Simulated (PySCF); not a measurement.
Dipole response of Ge (germanium, neutral)

[Ar] 3d10 4s2 4p2, high-spin 3P determinant. Computed with PySCF 2.14 in ANO-RCC-VTZP (6s5p3d1f, 43 functions), with scalar relativity by spin-free X2C-1e. Coupled (time-dependent) response in atomic units; α is the mean over directions. The basis has no added diffuse functions, which lowers α and C₆.

| method | mean α (bohr³) | α xx, yy, zz | C₆ (like pair) | S(−4) |
| --- | --- | --- | --- | --- |
| UHF | 24.77 | 21.39, 26.47, 26.47 | 190.7 | 203.7 |
| PBE | 24.07 | 19.51, 26.35, 26.35 | 180.9 | 199.4 |
| PBE0 | 24.10 | 19.95, 26.18, 26.18 | 182.5 | 193.1 |
| LC-wPBE | 23.87 | 20.06, 25.77, 25.77 | 180.8 | 184.3 |
| BLYP | 23.76 | 19.04, 26.12, 26.12 | 176.9 | 198.3 |

S(−4) is the Cauchy moment in α(ω) = α(0) + S(−4) ω² + …

Reference α: 40 ± 1 bohr³ (recommended; Schwerdtfeger and Nagle, table of static dipole polarizabilities (2023 update)). Published C₆: 354.0 (Chu and Dalgarno (2004); Tang, Norbeck and Certain (1976)).

Spin-orbit coupling is absent.

α(iu) at PBE0:

| u (hartree) | α(iu) (bohr³) |
| --- | --- |
| 0 | 24.10 |
| 0.0500 | 23.63 |
| 0.100 | 22.37 |
| 0.200 | 18.77 |
| 0.300 | 15.22 |
| 0.500 | 10.01 |
| 0.750 | 6.301 |
| 1.00 | 4.285 |
| 1.50 | 2.390 |
| 2.00 | 1.579 |
| 3.00 | 0.9087 |
| 5.00 | 0.4780 |

A single London oscillator, α(iu) = α/(1 + u²/ω²), gives C₆ = (3/4) ω α². Matching the computed C₆ needs ω = 4 × 182.5 / (3 × 24.10²) = 0.419 hartree.

The components differ because the open shell of this determinant is not spherical; for a pure term their mean is the scalar polarisability.
